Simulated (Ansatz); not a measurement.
Stepwise reaction of `C[CH](C)[Sn][CH](C)C` with hydrogen chloride, as a gas-phase model of exchange steps in deposition or etching. ΔE in kJ/mol.

Computed with Ansatz on PBE0-D4/def2-TZVP structures; ΔE is electronic, products minus reactants. CCSD(T)/CBS adds triple-zeta CCSD(T) − MP2 to the extrapolated MP2 energy (def2 sets, frozen cores). This one scheme is used for every species. Functionals use def2-TZVPP. B3LYP here is the variant with VWN-RPA as its local correlation; programs differ in this. def2 core potentials past Kr. For Sn outer-core shells are correlated without core-valence functions, which leaves a few kJ/mol of doubt a bond. Each species was taken in one conformer, which may not be the lowest.

```tsv
step	reaction	PBE-D4	B3LYP-D4	ωB97M-V	CCSD(T)/CBS
2	`C[CH](C)[Sn][Cl]` + HCl → `[Cl][Sn][Cl]` + `CCC`	-174.3	-179.5	-174.6	-168.0
```

(1) Give the row of step 1, `C[CH](C)[Sn][CH](C)C` + HCl → `C[CH](C)[Sn][Cl]` + `CCC`. (Best estimate.)

(2) By hand: ΔE of the 2 steps together at CCSD(T)/CBS.

## Answers

(1) Computed: 
```tsv
step	reaction	PBE-D4	B3LYP-D4	ωB97M-V	CCSD(T)/CBS
1	`C[CH](C)[Sn][CH](C)C` + HCl → `C[CH](C)[Sn][Cl]` + `CCC`	-186.3	-193.4	-189.7	-181.5
```

(2) (-181.5) + (-168.0) = -349.5 kJ/mol, or -174.8 kJ/mol a step.

In ΔE each step is higher than the one before. All are downhill at CCSD(T)/CBS. PBE-D4 differs from CCSD(T)/CBS by -6.3 to -4.8 kJ/mol a step. Isolated molecules leave out the surface, adducts and barriers. Largest T1 diagnostic: 0.014.
